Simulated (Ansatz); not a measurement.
Two members of one family (InN nanocrystals, H-capped), computed with Ansatz in the gas phase; def2 core potentials for In, no spin–orbit coupling. Binding counts from free atoms in the multiplicity of their measured ground term, without zero-point energy. The structures are stationary points that may keep the symmetry of their start.

First: In3N3H12, cut from zinc blende, rod (singlet, charge 0, PBE-D4/def2-SVP geometry).

```xyz
18

In    1.993    1.030    0.501
In   -0.756   -1.616    1.450
In   -0.544   -0.230   -2.221
N     0.638    1.421   -1.252
N    -1.745   -0.874   -0.430
N     0.461    0.214    1.933
H     2.397    2.614    1.124
H     3.015   -0.299    0.055
H    -2.029   -1.643    2.650
H     0.366   -2.849    0.969
H    -1.688    0.583   -3.265
H     0.575   -1.512   -2.558
H     0.012    2.212   -1.034
H     1.248    1.795   -1.995
H    -2.432   -0.141   -0.194
H    -2.331   -1.657   -0.760
H    -0.166    0.975    2.237
H     0.985   -0.023    2.790
```

| level | HOMO (eV) | LUMO (eV) | gap (eV) | binding per atom (eV) |
| --- | --- | --- | --- | --- |
| PBE-D4/def2-SVP | -6.29 | -1.02 | 5.27 | 2.81 |
| PBE-D4/def2-TZVP | -6.35 | -1.29 | 5.05 | 2.81 |
| r2SCAN-D4/def2-TZVP | -6.63 | -0.90 | 5.73 | 2.79 |
| PBE0-D4/def2-SVP | -7.49 | -0.28 | 7.21 | 2.77 |
| PBE0-D4/def2-TZVP | -7.53 | -0.57 | 6.96 | 2.77 |

Second: In4N4H14, cut from wurtzite (singlet, charge 0, PBE-D4/def2-SVP geometry).

```xyz
22

In    0.967   -1.733    1.480
N    -1.288   -1.457    1.105
In    1.244    1.934    0.918
N     1.713   -0.098    0.205
N    -1.034    1.899    0.573
In   -2.004    0.115   -0.239
In    1.455   -0.413   -1.961
N    -0.842   -0.260   -2.056
H     1.101   -1.302    3.169
H     1.264   -3.281    0.726
H    -1.728   -1.331    2.029
H    -1.647   -2.367    0.778
H     1.336    2.007    2.661
H     1.761    3.126   -0.249
H     2.741   -0.156    0.327
H    -1.473    2.138    1.475
H    -1.252    2.705   -0.033
H    -3.731    0.213   -0.447
H     1.715   -2.091   -2.370
H     1.941    1.013   -2.848
H    -1.177   -1.131   -2.494
H    -1.061    0.471   -2.750
```

Question: What does the change do? Estimate second minus first.

Answer: 
```csv
level,Δ HOMO (eV),Δ LUMO (eV),Δ gap (eV),Δ binding per atom (eV)
PBE-D4/def2-SVP,0.42,-0.57,-0.98,0.04
PBE-D4/def2-TZVP,0.40,-0.53,-0.93,0.04
r2SCAN-D4/def2-TZVP,0.43,-0.58,-1.01,0.03
PBE0-D4/def2-SVP,0.44,-0.46,-0.90,0.03
PBE0-D4/def2-TZVP,0.42,-0.44,-0.87,0.03
```
